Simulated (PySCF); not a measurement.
Gas-phase reaction: Ge(CH₃)₄ ⇌ GeH₂ + C₄H₁₀ (isobutane)

Energies from PySCF, thermal terms from the rigid-rotor harmonic-oscillator model, ideal gas at 1 bar. † marks an energy on the PBE0/def2-TZVP geometry and frequencies; other levels use their own. MP2 freezes the core. All species are closed-shell singlets. Ge: all electrons, no relativistic terms. GeH₂: computed as isolated molecules; such fragments, hydroxides, amides, oligomers or adducts are transient or little studied in the gas. MP2 isn't extrapolated to the basis-set limit.

| level | ΔH°(298 K), kJ |
|---|---|
| HF/def2-TZVP† | ___ |
| MP2/def2-TZVPP† | 273 |
| PBE/def2-SVP | ___ |
| PBE/def2-TZVP† | 220 |
| ωB97M-V/def2-TZVP† | 225 |

Q: Some entries are withheld; supply them.

A: 
- HF/def2-TZVP†, ΔH°(298 K), kJ: 191
- PBE/def2-SVP, ΔH°(298 K), kJ: 203
